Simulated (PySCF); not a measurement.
Isomers of C6H13GeN, mass 173.026 u with the commonest isotopes. Method: PBE0-D3(BJ)/def2-SVP geometry optimisation, gas phase (PySCF). One conformer each, none proved a minimum here; rigid rotors.

Question: Order these by out-of-plane moment Σ m c² = (Ia + Ib − Ic)/2, largest first.
A. `[CH3:1][C:2]([CH3:3])([CH3:4])[C:5]#[C:6][GeH2:7][NH2:8]` with C6–Ge7–N8–H -177° and -53°
B. `[CH3:1][CH2:2][C@@H:3]1[CH:4]=[CH:5][CH2:6][Ge@H:7]1[NH2:8]` with C1–C2–C3–C4 -174°, C6–Ge7–N8–H -176° and 58°
C. `[CH3:1][N:2]([CH3:3])[GeH:4]1[CH2:5][CH:6]=[CH:7][CH2:8]1` with C1–N2–Ge4–C5 -98°
D. `[CH3:1][NH:2][Ge@@H:3]1[CH2:4][CH:5]=[C:6]([CH3:7])[CH2:8]1` with C1–N2–Ge3–C4 -179°, N2–Ge3–C4–C5 -112°, Ge3–C4–C5–C6 -6°, C5–C6–C8–Ge3 7°, N2–Ge3–C8–C6 106°

Answer: C (85.76 u·Å²), A (59.27 u·Å²), D (50.64 u·Å²), B (41.31 u·Å²).

Question: Order these by rotational constant A, smallest first.
A. `[CH3:1][NH:2][Ge@@H:3]1[CH2:4][CH:5]=[C:6]([CH3:7])[CH2:8]1` with C1–N2–Ge3–C4 -179°, N2–Ge3–C4–C5 -112°, Ge3–C4–C5–C6 -6°, C5–C6–C8–Ge3 7°, N2–Ge3–C8–C6 106°
B. `[CH3:1][C:2]([CH3:3])([CH3:4])[C:5]#[C:6][GeH2:7][NH2:8]` with C6–Ge7–N8–H -177° and -53°
C. `[CH3:1][CH2:2][C@@H:3]1[CH:4]=[CH:5][CH2:6][Ge@H:7]1[NH2:8]` with C1–C2–C3–C4 -174°, C6–Ge7–N8–H -176° and 58°
D. `[CH3:1][N:2]([CH3:3])[GeH:4]1[CH2:5][CH:6]=[CH:7][CH2:8]1` with C1–N2–Ge4–C5 -98°

Answer: C (1863 MHz), D (2655 MHz), A (2872 MHz), B (3189 MHz).

Question: Order these by rotational constant B, largest first.
A. `[CH3:1][NH:2][Ge@@H:3]1[CH2:4][CH:5]=[C:6]([CH3:7])[CH2:8]1` with C1–N2–Ge3–C4 -179°, N2–Ge3–C4–C5 -112°, Ge3–C4–C5–C6 -6°, C5–C6–C8–Ge3 7°, N2–Ge3–C8–C6 106°
B. `[CH3:1][N:2]([CH3:3])[GeH:4]1[CH2:5][CH:6]=[CH:7][CH2:8]1` with C1–N2–Ge4–C5 -98°
C. `[CH3:1][CH2:2][C@@H:3]1[CH:4]=[CH:5][CH2:6][Ge@H:7]1[NH2:8]` with C1–C2–C3–C4 -174°, C6–Ge7–N8–H -176° and 58°
D. `[CH3:1][C:2]([CH3:3])([CH3:4])[C:5]#[C:6][GeH2:7][NH2:8]` with C6–Ge7–N8–H -177° and -53°

Answer: C (1350 MHz), B (1074 MHz), A (916.1 MHz), D (498.7 MHz).

| SMILES | point group | Ia (u·Å²) | Ib (u·Å²) | Ic (u·Å²) | κ | μa (D) | μb (D) | μc (D) |
| --- | --- | --- | --- | --- | --- | --- | --- | --- |
| CC[C@@H]1C=C[CH2][Ge@H]1[NH2] | C1 | 271.21 | 374.36 | 562.95 | -0.06 | 0.69 | 0.08 | 0.93 |
| CC(C)(C)C#[C][GeH2][NH2] | C1 | 158.49 | 1013.35 | 1053.29 | -0.99 | 0.48 | 0.40 | 0.97 |
| C[N](C)[GeH]1[CH2]C=C[CH2]1 | C1 | 190.32 | 470.71 | 489.52 | -0.95 | 0.00 | 0.06 | 0.31 |
| C[NH][Ge@@H]1[CH2]C=C(C)[CH2]1 | C1 | 175.98 | 551.66 | 626.35 | -0.89 | 0.39 | 0.77 | 0.41 |
